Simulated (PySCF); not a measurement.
# How methods differ on the ionisation energy of Ce²⁺

Ce²⁺ [Xe] 4f2 [4f5/2^2, M_J = 4] → Ce³⁺ [Xe] 4f1 [4f5/2^1, M_J = 5/2], as a difference of total energies. All numbers are calculated (PySCF 2.14, the two-component X2C-1e Hamiltonian, in x2c-QZVPPall-2c (16s16p12d6f4g1h, 213 functions)). Correlated levels: [Ar] 3d10 frozen; the 40 highest virtual spinors dropped. "Screened" scales the spin-orbit matrix elements by Boettger's factors to mimic the two-electron term; Breit and QED terms are absent.

```csv
method,ionisation energy (eV)
GHF (spin-free),18.278
GMP2 (spin-free),19.803
GHF (screened spin-orbit),18.288
GMP2 (screened spin-orbit),19.821
```

Q: How much does correlation contribute at GMP2 (screened spin-orbit)?

A: 19.821 − (18.288) = 1.533 eV, measured against GHF (screened spin-orbit).

The spin-free rows relax to the high-spin LS determinant and lack the spin-orbit shift.

The labels give the starting determinants; with spin-orbit coupling the two ends relaxed to ⟨J²⟩ = 20.99, ⟨L²⟩ = 29.79, ⟨S²⟩ = 1.99 and ⟨J²⟩ = 8.85, ⟨L²⟩ = 12.05, ⟨S²⟩ = 0.79.

The determinant of Ce²⁺ mixes levels of different J (the jj label is only the starting occupation), so the difference between spin-free and spin-orbit rows is not the physical spin-orbit shift.

For comparison: 20.197 eV (semi-empirical (NIST evaluation); NIST Atomic Spectra Database, ionization energies).
